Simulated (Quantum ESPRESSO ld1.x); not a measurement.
Q: Hf II, 71 electrons, occupied as [Xe] 4f13.5 5d1.5 6s2 (fractional occupations, a model configuration). Calculated with ld1.x of Quantum ESPRESSO 7.5: scalar-relativistic Kohn-Sham, LDA (Slater exchange, Perdew-Zunger correlation), spin-polarised, spherical densities, point nucleus; open shells are filled with parallel spins first. Some entries of the table are withheld. Estimate them.

| orbital | occ. | eigenvalue (eV) | <r> (bohr) |
|---|---|---|---|
| 1s down | 1 | -65245.8 | 0.01900 |
| 1s up | 1 | -65245.8 | 0.01900 |
| 2s up | 1 | -11171.1 | 0.08042 |
| 2s down | 1 | -11171.0 | 0.08042 |
| 2p up | 3 | -9814.23 | 0.07175 |
| 2p down | 3 | -9814.17 | 0.07175 |
| 3s up | 1 | -2556.20 | 0.2089 |
| 3s down | 1 | -2555.91 | 0.2088 |
| 3p up | 3 | -2150.93 | 0.2087 |
| 3p down | 3 | -2150.64 | 0.2087 |
| 3d up | 5 | -1670.38 | 0.1891 |
| 3d down | 5 | -1670.14 | 0.1890 |
| 4s up | 1 | -525.782 | 0.4682 |
| 4s down | 1 | -525.244 | 0.4682 |
| 4p up | 3 | -392.651 | 0.4975 |
| 4p down | 3 | -392.125 | 0.4975 |
| 4d up | 5 | -220.611 | 0.5344 |
| 4d down | 5 | -220.088 | 0.5344 |
| 5s up | 1 | -79.0931 | 1.125 |
| 5s down | 1 | -78.3755 | 1.123 |
| 5p up | 3 | -47.0363 | 1.320 |
| 5p down | 3 | -46.2120 | 1.318 |
| 4f up | 7 | -30.7112 | (1) |
| 4f down | 6.5 | -30.1410 | (2) |
| 6s up | 1 | -12.6243 | 3.023 |
| 5d up | 1.5 | -12.0900 | 2.075 |
| 6s down | 1 | -12.0477 | 3.079 |
| 5d down | 0 | -11.2315 | 2.107 |

A: 
(1) 4f up <r> (bohr): 0.6629
(2) 4f down <r> (bohr): 0.6618
